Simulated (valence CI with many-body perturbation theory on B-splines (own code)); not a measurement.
# E1 line list for As28+

Method: relativistic CI+MBPT: three valence electrons over a frozen Dirac-Fock core [He], a basis of 11 s, 11 p, 9 d, 7 f, 5 g, 2 h, 1 i functions for each j, with the one-electron correlation potential Σ1, the two-electron term Σ2, the three-electron term Σ3, Breit, model QED; selected CI, second order for the rest (own B-spline code, finite nucleus).

No measured spectrum was set against this ion. As an estimate, large intervals hold to a few tenths of a per cent, small ones and those within an open d or f shell to about a per cent.

Lines 151 to 200 of 264 in falling wavelength, among levels below 1991.5 eV, chosen from the strongest by gf and those to the six lowest levels. Wavelengths and rates use the calculated energies. Electric multipoles are in the length gauge, E1 and E2 with the static RPA response of the core. Weak lines are less certain than strong ones. Lines between different terms over intervals too small for the method are left out, as are lines whose strength nearly cancels. The highest levels of a list are the least certain.

Levels are named by their leading jj configuration (3d3/2^4 stands for four electrons in 3d with j = 3/2), which in mixed levels can hold well under half, so a name can repeat and another be missing. Letters in brackets count levels of one name in rising energy.

| λ vac (Å) | Upper | Lower | A (s⁻¹) | log gf | Branch % |
| --- | --- | --- | --- | --- | --- |
| 7.082 | (2s 2p3/2 3d5/2) J=3/2 [a] | (2s 2p1/2 2p3/2) J=1/2 | 1.11e+13 | -0.48 | 27.6 |
| 7.074 | (2s 2p3/2 3d3/2) J=1/2 [a] | (2s 2p1/2 2p3/2) J=3/2 [b] | 2.50e+11 | -2.43 | 0.5 |
| 7.067 | (2s^2 3d3/2) J=3/2 | (2s^2 2p3/2) J=3/2 | 8.90e+12 | -0.57 | 15.6 |
| 7.065 | (2s 2p1/2 3d3/2) J=5/2 | (2s 2p1/2 2p3/2) J=3/2 [a] | 1.30e+13 | -0.23 | 74.4 |
| 7.057 | (2s 2p3/2 3d5/2) J=5/2 [a] | (2s 2p1/2 2p3/2) J=3/2 [b] | 2.78e+12 | -0.90 | 6.8 |
| 7.052 | (2s^2 3d5/2) J=5/2 | (2s^2 2p3/2) J=3/2 | 5.34e+13 | 0.38 | 100.0 |
| 7.044 | (2s 2p1/2 3d5/2) J=5/2 [b] | (2s 2p1/2 2p3/2) J=5/2 | 5.95e+11 | -1.58 | 1.4 |
| 7.039 | (2s 2p1/2 3d5/2) J=5/2 [a] | (2s 2p1/2 2p3/2) J=3/2 [a] | 3.20e+13 | 0.15 | 76.1 |
| 7.037 | (2s 2p3/2 3d5/2) J=3/2 [a] | (2s 2p1/2 2p3/2) J=3/2 [b] | 2.55e+12 | -1.12 | 6.4 |
| 7.029 | (2s 2p1/2 3d3/2) J=3/2 [b] | (2s 2p1/2 2p3/2) J=3/2 [a] | 1.19e+13 | -0.45 | 17.9 |
| 7.026 | (2s 2p1/2 3d3/2) J=1/2 | (2s 2p1/2 2p3/2) J=3/2 [a] | 2.57e+12 | -1.42 | 3.1 |
| 7.004 | (2s 2p3/2 3d5/2) J=1/2 | (2s 2p1/2 2p3/2) J=3/2 [b] | 4.27e+11 | -2.20 | 0.8 |
| 7.000 | (2s 2p1/2 3p1/2) J=1/2 [a] | (2s^2 2p3/2) J=3/2 | 2.66e+11 | -2.41 | 5.3 |
| 6.999 | (2s 2p1/2 3d5/2) J=3/2 | (2s 2p1/2 2p3/2) J=3/2 [a] | 2.89e+11 | -2.07 | 0.8 |
| 6.989 | (2s 2p1/2 3d3/2) J=3/2 [a] | (2s 2p1/2^2) J=1/2 | 3.19e+12 | -1.03 | 37.2 |
| 6.988 | (2s 2p1/2 3d5/2) J=5/2 [b] | (2s 2p1/2 2p3/2) J=3/2 [a] | 6.07e+12 | -0.57 | 14.1 |
| 6.979 | (2s 2p3/2 3d3/2) J=5/2 [b] | (2s 2p3/2^2) J=5/2 | 4.10e+12 | -0.75 | 6.8 |
| 6.977 | (2s 2p3/2 3d5/2) J=7/2 [c] | (2s 2p3/2^2) J=5/2 | 3.00e+13 | 0.24 | 95.7 |
| 6.971 | (2s 2p1/2 3p1/2) J=3/2 | (2s^2 2p3/2) J=3/2 | 1.45e+12 | -1.37 | 27.9 |
| 6.970 | (2p1/2 2p3/2 3p3/2) J=5/2 [b] | (2s 2p3/2^2) J=3/2 | 2.23e+12 | -1.01 | 16.1 |
| 6.958 | (2s 2p3/2 3d5/2) J=7/2 [a] | (2s 2p1/2 2p3/2) J=5/2 | 5.46e+13 | 0.50 | 94.3 |
| 6.955 | (2s 2p3/2 3d3/2) J=5/2 [a] | (2s 2p1/2 2p3/2) J=5/2 | 3.87e+13 | 0.23 | 63.7 |
| 6.952 | (2s 2p3/2 3d3/2) J=3/2 [b] | (2s 2p1/2 2p3/2) J=1/2 | 2.51e+13 | -0.14 | 36.4 |
| 6.949 | (2s 2p3/2 3d3/2) J=3/2 [a] | (2s 2p1/2 2p3/2) J=5/2 | 1.95e+13 | -0.25 | 31.9 |
| 6.933 | (2s 2p3/2 3d3/2) J=1/2 [b] | (2s 2p1/2 2p3/2) J=1/2 | 3.65e+13 | -0.28 | 75.2 |
| 6.932 | (2s 2p1/2 3d3/2) J=3/2 [b] | (2s 2p1/2^2) J=1/2 | 4.86e+13 | 0.15 | 73.4 |
| 6.932 | (2s 2p1/2 3p3/2) J=3/2 [a] | (2s^2 2p3/2) J=3/2 | 5.17e+11 | -1.83 | 6.5 |
| 6.930 | (2s 2p3/2 3d5/2) J=5/2 [a] | (2s 2p1/2 2p3/2) J=5/2 | 3.33e+12 | -0.84 | 8.1 |
| 6.930 | (2s 2p1/2 3d3/2) J=1/2 | (2s 2p1/2^2) J=1/2 | 7.81e+13 | 0.05 | 95.3 |
| 6.914 | (2s 2p3/2 3d3/2) J=5/2 [b] | (2s 2p1/2 2p3/2) J=3/2 [b] | 5.59e+13 | 0.38 | 92.2 |
| 6.911 | (2s 2p1/2 3p3/2) J=1/2 | (2s^2 2p3/2) J=3/2 | 7.79e+11 | -1.95 | 4.7 |
| 6.910 | (2s 2p3/2 3d5/2) J=3/2 [a] | (2s 2p1/2 2p3/2) J=5/2 | 1.30e+11 | -2.43 | 0.3 |
| 6.909 | (2s 2p3/2 3d3/2) J=3/2 [b] | (2s 2p1/2 2p3/2) J=3/2 [b] | 1.28e+13 | -0.44 | 18.6 |
| 6.908 | (2s 2p1/2 3p3/2) J=5/2 | (2s^2 2p3/2) J=3/2 | 4.36e+11 | -1.73 | 89.5 |
| 6.904 | (2s 2p1/2 3d5/2) J=3/2 | (2s 2p1/2^2) J=1/2 | 3.13e+12 | -1.05 | 8.4 |
| 6.902 | (2s^2 3d3/2) J=3/2 | (2s^2 2p1/2) J=1/2 | 4.82e+13 | 0.14 | 84.4 |
| 6.901 | (2s 2p3/2 3d3/2) J=5/2 [a] | (2s 2p1/2 2p3/2) J=3/2 [a] | 2.04e+13 | -0.06 | 33.7 |
| 6.894 | (2s 2p3/2 3d3/2) J=3/2 [a] | (2s 2p1/2 2p3/2) J=3/2 [a] | 3.72e+13 | 0.03 | 61.0 |
| 6.893 | (2s 2p3/2 3d5/2) J=7/2 [b] | (2s 2p1/2 2p3/2) J=5/2 | 2.60e+12 | -0.83 | 3.8 |
| 6.892 | (2s 2p3/2 3d5/2) J=5/2 [b] | (2s 2p1/2 2p3/2) J=3/2 [b] | 1.83e+12 | -1.11 | 2.6 |
| 6.892 | (2s 2p3/2 3d3/2) J=1/2 [a] | (2s 2p1/2 2p3/2) J=3/2 [a] | 5.14e+13 | -0.14 | 98.3 |
| 6.890 | (2s 2p1/2 3p3/2) J=3/2 [b] | (2s^2 2p3/2) J=3/2 | 2.46e+11 | -2.15 | 1.4 |
| 6.890 | (2s 2p3/2 3d3/2) J=1/2 [b] | (2s 2p1/2 2p3/2) J=3/2 [b] | 3.48e+12 | -1.31 | 7.2 |
| 6.888 | (2s 2p3/2 3s) J=3/2 [b] | (2s 2p1/2^2) J=1/2 | 5.51e+11 | -1.80 | 5.6 |
| 6.877 | (2s 2p3/2 3d5/2) J=3/2 [b] | (2s 2p1/2 2p3/2) J=3/2 [b] | 3.35e+11 | -2.02 | 0.7 |
| 6.873 | (2p1/2 2p3/2 3p1/2) J=1/2 | (2s 2p1/2 2p3/2) J=3/2 [b] | 1.62e+12 | -1.64 | 12.8 |
| 6.856 | (2s 2p3/2 3d5/2) J=3/2 [a] | (2s 2p1/2 2p3/2) J=3/2 [a] | 2.04e+11 | -2.24 | 0.5 |
| 6.844 | (2p1/2 2p3/2 3p3/2) J=3/2 [a] | (2s 2p1/2 2p3/2) J=1/2 | 3.44e+12 | -1.02 | 22.7 |
| 6.839 | (2s 2p1/2 3p1/2) J=1/2 [a] | (2s^2 2p1/2) J=1/2 | 4.72e+12 | -1.18 | 93.6 |
| 6.834 | (2p1/2 2p3/2 3p1/2) J=5/2 | (2s 2p1/2 2p3/2) J=3/2 [b] | 4.72e+11 | -1.70 | 5.3 |

(1) How does gf follow from A for the line at 7.065 Å?

Results:

(1) gf = 1.4992 × (2J+1)_upper × A / σ², with σ = 14154204 cm⁻¹ and 2J+1 = 6: gf = 0.585.
